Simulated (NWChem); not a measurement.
CH4AlCl; SMILES [CH3][AlH][Cl]

```xyz
7

Al    -0.6040     0.4674     0.0000
H     -2.1846     0.5414     0.0002
Cl     0.2155    -1.4962     0.0000
C      0.6220     1.9888     0.0000
H      1.2808     1.9677    -0.8775
H      1.2753     1.9717     0.8817
H      0.0852     2.9447    -0.0037
```
Atoms are numbered in this order, from 1.

Results from NWChem. All runs use the structure optimised with B3LYP/6-31G* (spherical d). B3LYP is NWChem's, with the RPA form of VWN correlation. Ions are spin-unrestricted doublets at the neutral geometry; other ion states weren't tried.

```json
[
 {"level": "B3LYP/aug-cc-pVDZ", "vertical ionisation energy, ΔSCF (eV)": "10.32", "−ε(HOMO) (eV)": "8.03", "ΔSCF minus −ε(HOMO) (eV)": "2.29"},
 {"level": "PBE/aug-cc-pVDZ", "vertical ionisation energy, ΔSCF (eV)": "9.98", "−ε(HOMO) (eV)": "6.97", "ΔSCF minus −ε(HOMO) (eV)": "3.01"},
 {"level": "Hartree-Fock/aug-cc-pVDZ", "vertical ionisation energy, ΔSCF (eV)": "10.05", "−ε(HOMO) (eV)": "11.31", "ΔSCF minus −ε(HOMO) (eV)": "-1.26"},
 {"level": "r2SCAN/aug-cc-pVDZ", "vertical ionisation energy, ΔSCF (eV)": "10.16", "−ε(HOMO) (eV)": "7.26", "ΔSCF minus −ε(HOMO) (eV)": "2.90"}
]
```
